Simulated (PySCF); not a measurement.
Numbering as in the mapped SMILES `[CH3:1][P:2]([CH3:3])(=[O:4])[c:5]1[cH:6][cH:7][cH:8][cH:9][cH:10]1`. Hydrogens are named by the atom that carries them.

No relativistic terms, isolated molecule, one averaged value for each set of equivalent atoms, single conformer. NMR shieldings at PBE0/pcSseg-1/GIAO; GFN2-xTB structure; PySCF 2.14.

Task: Predict the 2D correlation tables (HSQC, COSY, HMBC).

Result: 

HSQC (one-bond C–H):
```csv
δH,δC
7.94 (H(C6)/H(C10)),135.7 (C6/C10)
7.76 (H(C8)),136.6 (C8)
7.75 (H(C7)/H(C9)),133.6 (C7/C9)
1.49 (H(C1)/H(C3)),22.1 (C1/C3)
```

COSY cross peaks (H two or three bonds apart, from the bond graph; peaks can be absent where the dihedral angle is near 90°):
```csv
δH,δH
7.94 (H(C6)/H(C10)),7.75 (H(C7)/H(C9))
7.76 (H(C8)),7.75 (H(C7)/H(C9))
```

HMBC (two and three bonds, from the bond graph):
```csv
δH,δC
7.94 (H(C6)/H(C10)),"142.6 (C5), 136.6 (C8), 135.7 (C6/C10), 133.6 (C7/C9)"
7.76 (H(C8)),"135.7 (C6/C10), 133.6 (C7/C9)"
7.75 (H(C7)/H(C9)),"142.6 (C5), 136.6 (C8), 135.7 (C6/C10), 133.6 (C7/C9)"
1.49 (H(C1)/H(C3)),"142.6 (C5), 22.1 (C1/C3)"
```

Shifts are taken against calculated references (same method and geometry level): $^{1}$H (σ = 31.72 ppm) and $^{13}$C (σ = 186.93 ppm) against TMS.

Short H···H contacts in this conformer between protons four or more bonds apart (candidates for NOE cross peaks, intensity ∝ r⁻⁶): H(C3)···H(C10) 2.57 Å.

Shifts are as computed. Against solution values, carbons near 30 ppm lie about +3 ppm off and those near 130 ppm about +5 ppm. Of 1211 compounds with measured shifts, 218 miss one by over three times the rms of a fit or turn the order of signals round; such compounds aren't used in these exercises.
